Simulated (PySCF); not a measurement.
**Field gradients at the hydrogen positions**

Species: C6H8Cl2.
Z-matrix (Å and degrees, GFN2-xTB geometry), rows numbered from 1:
```
C 
C   1  1.3282
C   2  1.4593  1  128.45
C   3  1.3419  2  119.35  1   174.96
C   4  1.4855  3  127.86  2  -179.77
C   3  1.4959  2  118.10  1    -4.82
Cl  6  1.7840  3  111.84  2  -124.24
Cl  6  1.7908  3  111.31  2   113.09
H   1  1.0765  2  124.11  3    -0.13
H   1  1.0762  2  120.61  3  -179.58
H   2  1.0826  1  118.28  3   179.22
H   4  1.0827  3  117.39  2     1.19
H   5  1.0847  4  112.73  3    19.31
H   5  1.0914  4  109.34  3  -101.26
H   5  1.0887  4  109.71  3   141.09
H   6  1.0887  3  112.22  2    -5.58
```

Level: PBE0/pcSseg-1 (PySCF, non-relativistic); Q(2H) = 0.00286 b; rigid geometry, the same for H and D, with no vibrational averaging.

Question: Rank these positions by the coupling χzz of a deuteron there, largest first.
A. H13 (methyl hydrogen)
B. H16 (methine hydrogen)
C. H10 (vinylic hydrogen)
D. H11 (vinylic hydrogen)

Answer: C (227 kHz), D (215 kHz), A (209 kHz), B (197 kHz).

What are Vzz, η and χzz (234.96 MHz × Q × Vzz) at all hydrogens?

```json
{"atom": "H9", "bonded to": "C1", "bond length (Å)": "1.076", "Vzz (au)": "0.3392", "η": "0.08", "χzz (kHz)": "228"}
{"atom": "H10", "bonded to": "C1", "bond length (Å)": "1.076", "Vzz (au)": "0.3384", "η": "0.06", "χzz (kHz)": "227"}
{"atom": "H11", "bonded to": "C2", "bond length (Å)": "1.083", "Vzz (au)": "0.3202", "η": "0.08", "χzz (kHz)": "215"}
{"atom": "H12", "bonded to": "C4", "bond length (Å)": "1.083", "Vzz (au)": "0.3196", "η": "0.07", "χzz (kHz)": "215"}
{"atom": "H13", "bonded to": "C5", "bond length (Å)": "1.085", "Vzz (au)": "0.3107", "η": "0.05", "χzz (kHz)": "209"}
{"atom": "H14", "bonded to": "C5", "bond length (Å)": "1.091", "Vzz (au)": "0.3090", "η": "0.03", "χzz (kHz)": "208"}
{"atom": "H15", "bonded to": "C5", "bond length (Å)": "1.089", "Vzz (au)": "0.3125", "η": "0.03", "χzz (kHz)": "210"}
{"atom": "H16", "bonded to": "C6", "bond length (Å)": "1.089", "Vzz (au)": "0.2932", "η": "0.01", "χzz (kHz)": "197"}
```

How does χzz go with the bond length over the 8 C–H bonds?

A straight-line fit has a slope of -16.4 kHz for each 0.01 Å, with a correlation coefficient of -0.89, over lengths from 1.076 to 1.091 Å. The longer bonds have the smaller couplings here.

One conformer (not necessarily the lowest) at the GFN2-xTB geometry, without solvent, vibrations or thermal averaging. GFN2-xTB bond lengths can be off by several hundredths of an ångström, more for odd bonds, and the gradients follow them. A larger basis could move these couplings by a tenth or more.

These values come from a run that also computed NMR shieldings. Time: 29 s wall; peak memory 0.85 GiB. Hardware: one thread of an Arm Neoverse V2, shared host with 96 logical CPUs at a one-minute load of 51.
